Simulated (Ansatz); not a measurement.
Species: CHClF, charge 0, doublet. CHClF (SMILES [CH](Cl)F, doublet).
B3LYP-D3(BJ)/def2-TZVP minimum from Ansatz (an electronic-structure program):
```
C
F 1 1.3340
H 1 1.0837 2 114.25
Cl 1 1.7114 3 117.01 2 -138.45
```
Charge 0, spin multiplicity 2.

Total energies in hartree (Ansatz). UHF or UKS for unpaired electrons; spin-orbit terms are left out. Cores are frozen in correlated methods. No relativity. Where a partner has so few electrons that a lower coupled-cluster level is exact, that level stands in.

```csv
species,HF/cc-pV(T+d)Z,CCSD(T)/cc-pV(T+d)Z,HF/cc-pV(Q+d)Z,CCSD(T)/cc-pV(Q+d)Z,CCSD(T)/cc-pV(D+d)Z,CCSDT(Q)/cc-pV(D+d)Z
"1: CHClF (SMILES F[CH]Cl, doublet)",-597.40254,-598.02874,-597.41747,-598.09544,-597.81417,-597.81598
2: F (doublet),-99.40552,-99.62036,-99.41377,-99.65026,-99.52757,-99.52776
3: C (triplet),-37.69157,-37.78076,-37.69331,-37.78654,-37.76038,-37.76071
4: Cl (doublet),-459.48556,-459.67356,-459.48916,-459.69449,-459.60403,-459.60445
5: H (doublet),-0.49981,-0.49981,-0.49995,-0.49995,-0.49928,-0.49928
```

Task: Work out the atomisation energy (electronic, to ground-state atoms) in kcal/mol: take Hartree-Fock from cc-pV(Q+d)Z, extrapolate the CCSD(T) correlation energy as X^-3 (X = 3, 4), and add CCSDT(Q) - CCSD(T) in cc-pV(D+d)Z. 1 hartree = 627.51 kcal/mol.

Result: 
Species 1: correlation (64·(-0.67797) - 27·(-0.62620))/37 = -0.71575; step -0.00181; E1 = -597.41747 + (-0.71575) + (-0.00181) = -598.13503
Species 2: correlation (64·(-0.23649) - 27·(-0.21484))/37 = -0.25229; step -0.00019; E2 = -99.41377 + (-0.25229) + (-0.00019) = -99.66625
Species 3: correlation (64·(-0.09323) - 27·(-0.08919))/37 = -0.09618; step -0.00033; E3 = -37.69331 + (-0.09618) + (-0.00033) = -37.78982
Species 4: correlation (64·(-0.20533) - 27·(-0.18800))/37 = -0.21798; step -0.00042; E4 = -459.48916 + (-0.21798) + (-0.00042) = -459.70756
Species 5: correlation (64·(0.00000) - 27·(0.00000))/37 = 0.00000; step +0.00000; E5 = -0.49995 + (0.00000) + (+0.00000) = -0.49995
-1·E1 +1·E2 +1·E3 +1·E4 +1·E5 = 0.47145 hartree = 295.8 kcal/mol.
